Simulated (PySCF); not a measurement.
Ligand exchange on a metal centre used in film growth or etching (Nb Cl-NH2). All species are isolated molecules in the gas phase. One relaxed conformer stands for each flexible species; it need not be the lowest.

The charge on the central atom (Mulliken) from two functionals at the same geometries (r2SCAN-D4/def2-SVP), both in PySCF: PBE-D3(BJ)/def2-TZVP and B3LYP-D3(BJ)/def2-TZVP. B3LYP has the VWN-RPA correlation part, as in Gaussian. 

```json
[
 {"species": "1 of 5 Cl replaced by NH2 ([Nb(Cl)4(NH2)])", "PBE-D3(BJ)/def2-TZVP (e)": "1.20"},
 {"species": "2 of 5 Cl replaced by NH2 ([Nb(Cl)3(NH2)2])", "PBE-D3(BJ)/def2-TZVP (e)": "1.26"},
 {"species": "3 of 5 Cl replaced by NH2 ([Nb(Cl)2(NH2)3])", "PBE-D3(BJ)/def2-TZVP (e)": "1.41"},
 {"species": "4 of 5 Cl replaced by NH2 ([Nb(Cl)(NH2)4])", "PBE-D3(BJ)/def2-TZVP (e)": "1.47"},
 {"species": "5 of 5 Cl replaced by NH2 ([Nb(NH2)5])", "PBE-D3(BJ)/def2-TZVP (e)": "1.61"}
]
```

### Question
What does B3LYP-D3(BJ)/def2-TZVP give for each?

### Answer

- 1 of 5 Cl replaced by NH2 ([Nb(Cl)4(NH2)]): 1.37
- 2 of 5 Cl replaced by NH2 ([Nb(Cl)3(NH2)2]): 1.46
- 3 of 5 Cl replaced by NH2 ([Nb(Cl)2(NH2)3]): 1.63
- 4 of 5 Cl replaced by NH2 ([Nb(Cl)(NH2)4]): 1.71
- 5 of 5 Cl replaced by NH2 ([Nb(NH2)5]): 1.86
Over these rows, drawn at random from the members with no instability flagged (it was tested for open shells, ions and some series alone), PBE minus B3LYP-D3(BJ): mean -0.22 e, from -0.26 e to -0.17 e.
